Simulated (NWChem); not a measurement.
System: AlHOBrF; SMILES [OH][Al]([F])[Br]

Input file for NWChem:

```
start job
memory heap 200 mb stack 900 mb global 1100 mb
geometry units angstroms noautosym nocenter noautoz
  Al     0.109609    -0.888433     0.000000
  F     -1.204699    -1.889137     0.000000
  Br    -0.182644     1.335462     0.000000
  O      1.686866    -1.515761     0.000000
  H      1.834964    -2.470252     0.000000
end
basis spherical
  * library 6-31g*
end
dft
  xc pbe0
  iterations 150
end
property
  efieldgrad
end
task dft property
```

Output (shortened):

```
             Northwest Computational Chemistry Package (NWChem) 7.3.0
             --------------------------------------------------------

                             Geometry "geometry" -> ""
                             -------------------------

 Output coordinates in angstroms (scale by  1.889725989 to convert to a.u.)

  No.       Tag          Charge          X              Y              Z
 ---- ---------------- ---------- -------------- -------------- --------------
    1 Al                  13.0000     0.10960900    -0.88843300     0.00000000
    2 F                    9.0000    -1.20469900    -1.88913700     0.00000000
    3 Br                  35.0000    -0.18264400     1.33546200     0.00000000
    4 O                    8.0000     1.68686600    -1.51576100     0.00000000
    5 H                    1.0000     1.83496400    -2.47025200     0.00000000

 Effective nuclear repulsion energy (a.u.)     296.2109935292

                              NWChem Property Module
                              ----------------------

  itol2e modified to match energy
  convergence criterion.

                                 NWChem DFT Module
                                 -----------------

 Summary of "ao basis" -> "ao basis" (spherical)
 ------------------------------------------------------------------------------
       Tag                 Description            Shells   Functions and Types
 ---------------- ------------------------------  ------  ---------------------
 Al                          6-31g*                  8       18   4s3p1d
 F                           6-31g*                  6       14   3s2p1d
 Br                          6-31g*                 12       32   5s4p3d
 O                           6-31g*                  6       14   3s2p1d
 H                           6-31g*                  2        2   2s

  itol2e modified to match energy
  convergence criterion.

[...]

          -----------------------
          Electric field gradient
          -----------------------

 1 a.u. = 0.324123 10**(16) esu/cm**3  ( or statvolts/cm**2 ) = 0.97174 10**(22) v/m**2

 ------------------------------------------------------------
   Atom      X         Y         Z
 ------------------------------------------------------------
    1 Al   0.20713  -1.67889   0.00000
 ------------------------------------------------------------

 Electric field gradient in molecular frame (a.u.)
         XX             YY             ZZ             XY             XZ             YZ
 ------------------------------------------------------------------------------------------
        0.470187       0.219686      -0.689873      -0.053746      -0.000000      -0.000000

 Principal components (a.u.) and orientation
 of principal axis w.r.t. absolute frame                      Asymmetry parameter eta
 --------------------------------------------------------------------------------------
       -0.689873       0.481232       0.208641                       0.395131

        0.000000       0.979532       0.201288
        0.000000      -0.201288       0.979532
        1.000000      -0.000000      -0.000000

 ------------------------------------------------------------
   Atom      X         Y         Z
 ------------------------------------------------------------
    2 F   -2.27655  -3.56995   0.00000
 ------------------------------------------------------------

 Electric field gradient in molecular frame (a.u.)
         XX             YY             ZZ             XY             XZ             YZ
 ------------------------------------------------------------------------------------------
       -0.247931      -0.011850       0.259781      -0.558985      -0.000000       0.000000

 Principal components (a.u.) and orientation
 of principal axis w.r.t. absolute frame                      Asymmetry parameter eta
 --------------------------------------------------------------------------------------
       -0.701202       0.441422       0.259781                       0.259042

        0.776728      -0.629836       0.000000
        0.629836       0.776728      -0.000000
       -0.000000       0.000000       1.000000

 ------------------------------------------------------------
   Atom      X         Y         Z
 ------------------------------------------------------------
    3 Br  -0.34515   2.52366   0.00000
 ------------------------------------------------------------

 Electric field gradient in molecular frame (a.u.)
         XX             YY             ZZ             XY             XZ             YZ
 ------------------------------------------------------------------------------------------
        1.935321      -3.220943       1.285622       0.670210       0.000000      -0.000000

 Principal components (a.u.) and orientation
 of principal axis w.r.t. absolute frame                      Asymmetry parameter eta
 --------------------------------------------------------------------------------------
       -3.306632       2.021010       1.285622                       0.222398

       -0.126823       0.991925      -0.000000
        0.991925       0.126823      -0.000000
        0.000000       0.000000       1.000000

 ------------------------------------------------------------
   Atom      X         Y         Z
 ------------------------------------------------------------
    4 O    3.18771  -2.86437   0.00000
 ------------------------------------------------------------

[...]
```

Level: PBE0/6-31G* (spherical d). The geometry was optimised at B3LYP/6-31G* (spherical d). NWChem prints the field gradient with the sign opposite to the second derivative of the potential.
